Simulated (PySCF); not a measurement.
## Fine-structure interval along the 17-electron series

Calculated with PySCF 2.14 and a two-component X2C-1e Hamiltonian (Gaussian nucleus, no Breit or QED terms), each ion in its own even-tempered basis scaled to its charge; GMP2 freezes 1s2 and drops the highest virtual spinors. Values in cm⁻¹.

```
  ion  configuration  GHF (screened spin-orbit)  GMP2 (screened spin-orbit)  GHF (bare spin-orbit)
La⁴⁰⁺   [Ne] 3s2 3p5                     824920                      826130                 856710
Ce⁴¹⁺   [Ne] 3s2 3p5                     895420                      896600                 929400
Pr⁴²⁺   [Ne] 3s2 3p5                     970880                      972030                1007100
```

Between Z = 57 and Z = 59 the GHF (bare spin-orbit) value grows as Z to the power 4.69.
